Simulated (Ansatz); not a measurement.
Compare A (`C[SiH]([O])F`•) with its isomer B (`CO[SiH]F`•).

Isolated molecules relaxed with PBE0-D4/def2-TZVP in Ansatz; ΔE leaves out vibrations. CCSD(T)/CBS adds triple-zeta CCSD(T) − MP2 to the extrapolated MP2 energy (def2 sets, frozen cores). This one scheme is used for every species. DFT in def2-TZVPP. No spin–orbit coupling; open shells (•) take unrestricted orbitals. Each species was taken in one conformer, which may not be the lowest.

Problem. Which isomer does CCSD(T)/CBS put lower? Give the gap. (Estimate.)

Solution. The calculation gave: B, by 2.2 kJ/mol.

Problem. Give E(B) − E(A) in kJ/mol with B2PLYP, ωB97M-V, CCSD(T)/def2-SVP, LDA (SPW92), PBE-D4, HF/def2-TZVPP, CCSD(T)/def2-TZVPP. (An estimate is asked.)

Solution. Ansatz gave: B2PLYP -3.3, ωB97M-V 9.2, CCSD(T)/def2-SVP -5.9, LDA (SPW92) -25.4, PBE-D4 -4.4, HF/def2-TZVPP 49.5, CCSD(T)/def2-TZVPP 1.9. The order is the other way round with ωB97M-V, HF/def2-TZVPP, CCSD(T)/def2-TZVPP.

Problem. Does the order hold for the free energy at 298.15 K (harmonic terms from PBE0-D4)? (Best estimate.)

Solution. Computed: No: G(B) − G(A) = +2.5 kJ/mol, for one conformer each.

Largest T1 diagnostic: 0.017.

From PBE to PBE0 (25 % exact exchange), in def2-TZVPP and without D4, E(B) − E(A) moves by +4.5 kJ/mol. In def2-TZVPP, CCSD(T) changes the Hartree–Fock value by −47.6 kJ/mol (the triples alone add −5.0 kJ/mol) and MP2 by −74.4 kJ/mol.
